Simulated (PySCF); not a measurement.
Compound: C₇H₇O₂ (charge -1).
SMILES: `COC1=CC=CC=C1[O-]`

Jobs on this species (16 atoms, 66 electrons) with PySCF (density fitting). Hardware of each: an Arm Neoverse V1 with one thread, on a shared host. Other jobs ran on the host; a repeat could differ by tens of per cent or more. Peak memory is the resident size of the whole Python process, interpreter and libraries included.

```csv
level and settings,work,basis functions,SCF cycles,wall time,peak memory
OPBE/pcSseg-1,"shieldings, ring-centre shieldings, density and orbital grids written",188,?,?,?
KT2/pcSseg-1,"spin–spin couplings from 7 perturbed nuclei, spin–dipole term left out",188,?,?,?
OPBE/3-21G,"shieldings, ring-centre shieldings, charges and field gradients",95,18,16 s,0.51 GiB
"mPW1PW91/pcseg-1, energy threshold 1e-08 Eh","spin–spin couplings from 7 perturbed nuclei, spin–dipole term left out",161,11,21 s,0.80 GiB
```

Q: Fill in the missing figures.

A: 
- OPBE/pcSseg-1; shieldings, ring-centre shieldings, density and orbital grids written: 51 s, 0.70 GiB, 19 SCF cycles
- KT2/pcSseg-1; spin–spin couplings from 7 perturbed nuclei, spin–dipole term left out: 39 s, 0.68 GiB, 19 SCF cycles

Q: What do all jobs in the table cost together?

A: About 2.1 min; the longest takes about 40 % of that, and about 3.2 times as long as the shortest.
